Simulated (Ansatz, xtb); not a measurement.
**Two isomers of C6H3F**

We compare I, `C#C/C=C(\F)C#C`, a singlet, with II, `C#CC(C#C)=CF`, a singlet. Both are isolated molecules in the gas phase, relaxed with r2SCAN-D4/def2-SVP.

Quicker runs give these differences E(II) − E(I): GFN2-xTB +0.83 kcal/mol; HF/STO-3G +0.64 kcal/mol (at GFN2-xTB geometries); r2SCAN-D4/def2-SVP//GFN2-xTB +3.90 kcal/mol.

Q: Estimate E(II) − E(I) at the level CCSD(T)/def2-SVP + ΔMP2/def2-TZVPP.

A: Calculated at CCSD(T)/def2-SVP + ΔMP2/def2-TZVPP: E(II) − E(I) = +1.76 kcal/mol, so structure I lies lower.

Level by level:

```tsv
level	geometry	E(II) − E(I) (kcal/mol)	departure from the last row (kcal/mol)	job, with rough time for the two
GFN2-xTB	GFN2-xTB	+0.83	−0.93	optimisation, 0.26 s
HF/STO-3G	GFN2-xTB	+0.64	−1.11	single point, 0.54 s
r2SCAN-D4/def2-SVP//GFN2-xTB	GFN2-xTB	+3.90	+2.14	single point, 3.5 s
r2SCAN-D4/def2-SVP	r2SCAN-D4/def2-SVP	+3.62	+1.87	optimisation, 36 s
HF/def2-SVP	r2SCAN-D4/def2-SVP	+0.79	−0.96	part of the CCSD(T) run
MP2/def2-SVP	r2SCAN-D4/def2-SVP	+1.60	−0.15	part of the CCSD(T) run
CCSD(T)/def2-SVP	r2SCAN-D4/def2-SVP	+1.41	−0.35	single point
CCSD(T)/def2-SVP + ΔMP2/def2-TZVPP	r2SCAN-D4/def2-SVP	+1.76		single point, 52 s
```

As drawn, both hold the same kinds of bond in the same numbers.

The levels shown agree on the order. The largest departure from CCSD(T)/def2-SVP + ΔMP2/def2-TZVPP is that of r2SCAN-D4/def2-SVP//GFN2-xTB, 2.14 kcal/mol. The last row adds to CCSD(T) the change of the MP2 difference between the two basis sets, here +0.35 kcal/mol.

With thermal terms from frequencies at re-optimised GFN2-xTB minima (ideal gas, soft modes damped towards free rotors, one conformer each, 298.15 K, 1 atm): on the last row, ΔE + ΔZPE = +1.84, ΔH = +1.86, ΔG = +1.78 kcal/mol.

The correlated steps freeze 7 core orbitals. Run with Ansatz 0.2.0, xtb 6.7.1; the last row on 2 threads of Intel(R) Xeon(R) Processor @ 2.70GHz on a shared host.
